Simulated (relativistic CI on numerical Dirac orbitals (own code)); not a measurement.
**Ti2+ in a cubic cluster: 1s photoemission with charge transfer**

Computed with a charge-transfer multiplet model of a cubic metal-ligand cluster with up to 2 ligand holes, Slater and spin-orbit integrals from Dirac-Coulomb-Breit ions, Slater integrals scaled by 0.9. The ground state mixes d2 with configurations of k ligand holes L, whose averages lie at kΔ + k(k − 1)U_dd/2; a core hole lowers each added d electron by U_cd. 20 K, Lorentzian 1.1 eV and Gaussian 0.6 eV FWHM.

Atomic integrals in eV (Slater integrals scaled, ζ unscaled), ground: F2dd 7.400, F4dd 4.602, zeta_d 0.013; with the core hole: F2dd 9.143, F4dd 5.731, zeta_d 0.025, G2cd 0.037.

Cluster parameters (eV): Δ = 6.7, U_dd = 5.3, 10Dq = 0.85, 10Dq(ligand) = 0.2, V(eg) = 2, V(t2g) = -0.86, final-state hopping factor = 1.

```tsv
Case	n_d	d2	d3L	d4L2	S
U_cd = 4.4 eV	2.26	0.75	0.23	0.02	1.00
U_cd = 6.2 eV	2.26	0.75	0.23	0.02	1.00
U_cd = 8 eV	2.26	0.75	0.23	0.02	1.00
```

Weights, n_d and S are thermal averages at 20 K. Binding energies count from the first peak over 30 % of the highest in each spectrum, which can be another peak from case to case. The parameters are a model scan and need not match a compound or its usual spin state. Peaks in eV (height, largest 100):
- U_cd = 4.4 eV: 0.0 (100), 7.9 (7)
- U_cd = 6.2 eV: 0.0 (100), 5.2 (6), 7.9 (18)
- U_cd = 8 eV: 0.0 (100), 4.6 (8), 8.1 (37)

For the case U_cd = 6.2 eV, Δ = 6.7 eV is larger than U_dd = 5.3 eV, the Mott-Hubbard side of the Zaanen-Sawatzky-Allen scheme. With the core hole the configuration with one ligand hole lies at Δ − U_cd = 2.3, 0.5, -1.3 eV from the one without, in the order of the table; where this is negative the screened configuration lies lower, though the effective hopping of about 4.2 eV (from the holes of the mixed ground state) mixes the two strongly wherever it is as large as the gap.
